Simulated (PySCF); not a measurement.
Al(F)2(SeH) (AlF2HSe), SMILES [F][Al]([SeH])[F].

The structure is a stationary point at r2SCAN-D4/def2-SVP. Other conformers were not sampled.

Level of theory: C-PCM-PBE0/def2-SVP (PySCF).

The values are the electrostatic part of the solvation free energy, E(continuum) − E(gas) at the gas-phase geometry, in a cavity of scaled van der Waals radii (PySCF's table); cavitation and dispersion terms are not included. A continuum can't describe solvent molecules that bind to the metal. In vacuum the orbital gap is 6.80 eV. The dipole moment in vacuum is 1.42 D.

Computed values in water (ε = 78.36), methanol (ε = 32.61), n-hexane (ε = 1.88):
```tsv
solvent	ε	ΔG(elec) (kcal/mol)	dipole (D)	gap (eV)
water	78.36	-7.7	1.52	6.89
methanol	32.61	-7.5	1.51	6.89
n-hexane	1.88	-3.5	1.46	6.84
```
